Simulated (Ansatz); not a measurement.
CH₂BrFO₂Si (`O[Si@@]1(Br)O[C@H]1F`) at its PBE0-D4/def2-TZVP geometry, where that method's forces vanish. Total charge 0; spin multiplicity 1.

```xyz
8

O    -1.7807   -0.1364   -0.6806
Si   -0.4101    0.5386   -0.1523
Br   -0.5436    2.6698   -0.5548
O     0.2310    0.0515    1.2855
C     1.1146   -0.3587    0.2026
F     1.1565   -1.7130    0.0810
H    -1.8949   -1.0741   -0.5008
H     2.1272    0.0222    0.3194
```

Problem. What forces (eV/Å) does B3LYP-D4/def2-TZVPP give on these atoms in Ansatz? (Estimate.)

Solution. Ansatz gave: 
```
O1  -0.096 -0.095 -0.035
Si2  0.018 -0.003 -0.016
Br3 -0.010  0.236 -0.045
O4  -0.162  0.076  0.349
C5   0.338  0.287 -0.176
F6   0.037 -0.430 -0.048
H7  -0.057 -0.033 -0.020
H8  -0.068 -0.038 -0.010
```

B3LYP here is the variant with VWN-RPA as its local correlation; programs differ in this.
